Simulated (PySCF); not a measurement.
## Polarisability and C₆ of Sb⁺ (antimony, charge +1)

[Kr] 4d10 5s1 5p3, high-spin 5S determinant (an excited configuration). Calculation: PySCF 2.14, in aug-cc-pwCVTZ-DK3 with one added diffuse shell each of s, p, d, f type (11s10p8d5f1g, 125 functions); scalar relativity by spin-free X2C-1e. Coupled (time-dependent) response in atomic units; α is the mean over directions.

```tsv
method	mean α (bohr³)	C₆ (like pair)	S(−4)
revPBE	24.73	204.0	158.1
```

S(−4) is the Cauchy moment in α(ω) = α(0) + S(−4) ω² + …

α(iu) at revPBE:

| u (hartree) | α(iu) (bohr³) |
| --- | --- |
| 0 | 24.73 |
| 0.0500 | 24.34 |
| 0.100 | 23.26 |
| 0.200 | 19.85 |
| 0.300 | 16.14 |
| 0.500 | 10.54 |
| 0.750 | 6.738 |
| 1.00 | 4.769 |
| 1.50 | 2.904 |
| 2.00 | 2.036 |
| 3.00 | 1.205 |
| 5.00 | 0.5751 |

A single London oscillator, α(iu) = α/(1 + u²/ω²), gives C₆ = (3/4) ω α². Matching the computed C₆ needs ω = 4 × 204.0 / (3 × 24.73²) = 0.445 hartree.

For an ion, C₆ is the dispersion term alone; charge-induced terms of lower order in 1/R come first.
